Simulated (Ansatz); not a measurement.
Ca2O3, relaxed as a singlet with RKS r2SCAN-D4/def2-SVP in Ansatz, starting from the GFN2-xTB geometry. Force threshold 0.02 eV/Å.

The structure holds one bond between oxygen atoms, so isomers without such links may lie far lower. The restricted singlet is unstable towards broken spin symmetry at other levels; at r2SCAN-D4/def2-SVP this wasn't settled. Another isomer (singlet) lies 3.53 eV lower at PBE0-D4/def2-TZVP; other spin states weren't run for this one.

Start:

| atom | x (Å) | y (Å) | z (Å) |
| --- | --- | --- | --- |
| Ca1 | 0.6128 | 0.4718 | -2.5101 |
| Ca2 | -0.2874 | -0.2097 | 1.1222 |
| O3 | -0.7199 | -0.5717 | 2.9540 |
| O4 | -0.1313 | 0.8497 | -0.7343 |
| O5 | 0.5258 | -0.5401 | -0.8317 |

Task: Estimate the energy that the relaxation releases and the steps that it takes.

Result: 9.9 kcal/mol, in 5 steps; 7.5 s on 4 threads of Arm Neoverse V2 on a shared host. No frequencies were taken in this run, so the end may be a saddle point.

Task: Does the start keep its bonding and symmetry?

Result: By distances, no bond broke or formed. The bond that changes most is Ca2–O4, from 2.14 to 2.32 Å (atoms count from 1). Point group C2v at the start, C2v at the end, both within 0.05 Å; within 0.015 Å the end is C2.

Task: Predict the relaxed structure.

Result: 
```xyz
5

Ca    0.657    0.507   -2.669
Ca   -0.311   -0.236    1.257
O    -0.754   -0.593    3.082
O    -0.124    0.853   -0.785
O     0.532   -0.531   -0.885
```
Bond lengths (bridged metal pairs left out): 5 × Ca–O 1.91 to 2.32 Å; 1 × O–O 1.54 Å.
